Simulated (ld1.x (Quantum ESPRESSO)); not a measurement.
# Si (Z = 14), ultrasoft: configuration errors across variants

ld1.x (Quantum ESPRESSO) 7.5 input, shortened:

```
&input
   title='Si', zed=14., rel=1, dft='PBE', iswitch=3,
   config='[Ne] 3s2 3p2'
 /
 &inputp
   pseudotype=3, tm=.true., lloc=-1, rcloc=2.15,
   nlcc=.true., new_core_ps=.true., rcore=1.15
 /
4
3S  1  0   2.00   0.00  1.45  1.70  0.0
3S  1  0   0.00   4.50  1.45  1.70  0.0
3P  2  1   2.00   0.00  2.00  2.15  0.0
3P  2  1   0.00   2.90  2.00  2.15  0.0
 &test
   configts(1)='3s2 3p2'
 /
```

All-electron excitation energies from the reference (eV): (1) 3s2 3p0 23.733; (2) 3s1 3p0 57.704; (3) 3s2 3p1.5 2.921; (4) 3s1 3p2 15.171; (5) 3s1 3p3 6.814; (6) 3s2 3p2.3 -0.930.

A true bound ghost makes a file unfit for plane-wave use even where its test errors are small: the radial tests pick states by their node count and pass the ghost by.

Errors AE − PS in meV (a dash: test not solved or not reliable):

```tsv
change	(1)	(2)	(3)	(4)	(5)	(6)	bound ghosts
base	+11	+39	-1.1	-76	-5.9	-0.1	not determined
waves 3p (bound): rcut 1.46, rcutus 1.54 bohr; 3p channel at 2.9 Ry: rcut 1.46, rcutus 1.54 bohr	+7.6	+24	0.0	+0.8	-0.4	+0.1	none
waves 3p (bound): rcut 1.68, rcutus 1.78 bohr; 3p channel at 2.9 Ry: rcut 1.68, rcutus 1.78 bohr	+9.1	+31	0.0	+0.1	-1.5	+0.1	none
waves 3p (bound): rcut 1.86, rcutus 1.98 bohr; 3p channel at 2.9 Ry: rcut 1.86, rcutus 1.98 bohr	+10	+36	-1.2	-20	-4.8	-0.2	not determined
waves 3p (bound): rcut 2.00, rcutus 2.14 bohr; 3p channel at 2.9 Ry: rcut 2.00, rcutus 2.14 bohr	+11	+39	-1.1	-76	-5.9	-0.1	not determined
waves 3p (bound): rcut 2.00, rcutus 2.46 bohr; 3p channel at 2.9 Ry: rcut 2.00, rcutus 2.46 bohr	+11	+39	-13	-77	-18	-5.9	not determined
waves 3p (bound): rcut 2.00, rcutus 2.56 bohr; 3p channel at 2.9 Ry: rcut 2.00, rcutus 2.56 bohr	+11	+39	-14	-77	-17	-5.7	not determined
waves 3p (bound): rcut 2.00, rcutus 2.86 bohr; 3p channel at 2.9 Ry: rcut 2.00, rcutus 2.86 bohr	+11	+39	-4.9	–	-8.5	-1.4	not determined
waves 3p (bound): rcut 2.00, rcutus 2.98 bohr; 3p channel at 2.9 Ry: rcut 2.00, rcutus 2.98 bohr	+11	+39	-5.1	-63	-8.6	-1.5	not determined
waves 3p (bound): rcut 2.00, rcutus 3.22 bohr; 3p channel at 2.9 Ry: rcut 2.00, rcutus 3.22 bohr	+11	+39	-5.9	-69	-9.1	-1.8	not determined
```

(1) Give the same row for: waves 3p (bound): rcut 1.28, rcutus 1.36 bohr; 3p channel at 2.9 Ry: rcut 1.28, rcutus 1.36 bohr.

## Answers

(1) +3.6, +12, -0.1, +0.8, +0.3, +0.1; bound ghosts: p.
